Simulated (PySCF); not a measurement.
PySCF 2.14 output of an unrestricted LDA calculation on a single atom or ion in aug-cc-pCVQZ-DK, with scalar relativity by spin-free X2C-1e:

```
SCF conv_tol = 1e-09
number electrons alpha = 8  beta = 6
    P. A. M. Dirac.,  Math. Proc. Cambridge Philos. Soc. 26, 376 (1930)
    F. Bloch.,  Z. Phys. 57, 545 (1929)
    S. H. Vosko, L. Wilk, and M. Nusair.,  Can. J. Phys. 58, 1200 (1980)
cycle= 1 E= -288.641386299523  delta_E= -0.017  |g|= 0.0496  |ddm|= 3.43
cycle= 2 E= -288.641551627955  delta_E= -0.000165  |g|= 0.0251  |ddm|= 0.739
cycle= 3 E= -288.641600216145  delta_E= -4.86e-05  |g|= 0.00138  |ddm|= 0.243
cycle= 4 E= -288.641600957528  delta_E= -7.41e-07  |g|= 0.000271  |ddm|= 0.0291
cycle= 5 E= -288.64160102699  delta_E= -6.95e-08  |g|= 3.39e-05  |ddm|= 0.00455
cycle= 6 E= -288.6416010366  delta_E= -9.61e-09  |g|= 4.43e-06  |ddm|= 0.00129
cycle= 7 E= -288.641601036799  delta_E= -1.99e-10  |g|= 4.92e-07  |ddm|= 0.000151
converged SCF energy = -288.641601036799  <S^2> = 2.0015054  2S+1 = 3.0010035
```

The run itself started from symmetry-adapted Hartree-Fock orbitals and held the occupation by maximum overlap, on a logarithmic radial grid, so the iterations belong to that start.

Problem. Which element, charge and spin multiplicity is this?

Solution. Si (silicon, neutral), multiplicity 3; the state was [Ne] 3s2 3p1 4s1, high-spin 3P determinant (an excited configuration).

The outer electron is Rydberg-like, and this basis confines it to a smaller radius and binds it less than a complete one would.
